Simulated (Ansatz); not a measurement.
`CO[SiH2][SiH2]F` → C• + F• + 7 H• + O• + 2 Si•  (atomization)

Computed with Ansatz on PBE0-D4/def2-TZVP structures; ΔE is electronic, products minus reactants. CCSD(T)/CBS adds triple-zeta CCSD(T) − MP2 to the extrapolated MP2 energy (def2 sets, frozen cores). This one scheme is used for every species, atoms too. For atomizations the MP2-based limit and the directly extrapolated one differ by several kJ/mol either way, and by 10 to 25 for some Ge, Se and Sn compounds, so smaller differences from it don't rank the levels. Functionals use def2-TZVPP. No spin–orbit coupling; open shells (•) take unrestricted orbitals. Spin–orbit coupling would lower the free atoms: a little for C, F, O, Si. Each species was taken in one conformer, which may not be the lowest.

`CO[SiH2][SiH2]F`:

Cartesian coordinates in Å:
```
C 1.252 1.544 0.062
O 1.385 0.213 0.511
Si 0.549 -1.035 -0.160
Si -1.773 -0.835 0.181
F -2.306 0.519 -0.512
H 0.225 1.909 0.176
H 1.540 1.641 -0.991
H 1.913 2.172 0.663
H 1.032 -2.273 0.502
H 0.815 -1.121 -1.627
H -2.127 -0.759 1.624
H -2.507 -1.976 -0.430
```

```csv
species,CAM-B3LYP-D4 energy (Eh)
`CO[SiH2][SiH2]F`,-796.51577
C•,-37.83702
F•,-99.74685
H•,-0.49881
O•,-75.07325
Si•,-289.37690
```

Work out ΔE.

ΔE = 7 × (-0.49881) + 2 × (-289.37690) + (-37.83702) + (-99.74685) + (-75.07325) − (-796.51577) = 1.61318 Eh = +43.90 eV. CCSD(T)/CBS gives +43.81 eV.

Largest T1 diagnostic among the species: 0.012.

From PBE to PBE0 (25 % exact exchange), in def2-TZVPP and without D4, ΔE moves by −0.55 eV: exact exchange takes away binding that semilocal exchange gives to molecules. The D4 term adds +0.40 eV with B3LYP and +0.21 eV with PBE0; it sums over pairs of atoms, weighted by their polarisabilities, and B3LYP, whose exchange is more repulsive, gets the larger term.

B3LYP here is the variant with VWN-RPA as its local correlation; programs differ in this.
